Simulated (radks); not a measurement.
Question: Isoelectronic series with 10 electrons, all held in the configuration [Ne], which need not be the ground one along the series. Method: Dirac Kohn-Sham, LDA (Slater exchange, Perdew-Wang correlation), spin-unpolarised, spherical densities, finite nucleus; Fermi nuclear charge, rms radius of each element as measured or else 0.836 A^(1/3) + 0.57 fm; computed with a radial shooting solver on a logarithmic mesh with Libxc functionals. Total energies (hartree) and mean radii <r> (bohr):

ion,E (hartree),2p3/2,2p1/2,2s1/2
Ne,-128.37486,0.9825,0.9794,0.9024
Mg2+,-198.60696,0.6847,0.6825,0.6981
Si4+,-285.03061,0.5320,0.5299,0.5662
S6+,-387.66304,0.4365,0.4343,0.4756
Ar8+,-506.55342,0.3705,0.3682,0.4098
Ca10+,-641.76764,0.3220,0.3196,0.3597
Ti12+,-793.38433,0.2848,0.2823,0.3204
Cr14+,-961.49390,0.2554,0.2527,0.2888
Ni18+,-1347.60938,0.2116,0.2086,0.2408
Zn20+,-1565.85244,0.1949,0.1917,0.2221
Ge22+,-1801.06368,0.1807,0.1773,0.2061
Se24+,-2053.39238,0.1683,0.1648,0.1921
Kr26+,-2323.00001,0.1575,0.1538,0.1798

Estimate the row of Fe16+.

Answer: E (hartree) -1146.19786; 2p3/2 0.2315; 2p1/2 0.2286; 2s1/2 0.2627.
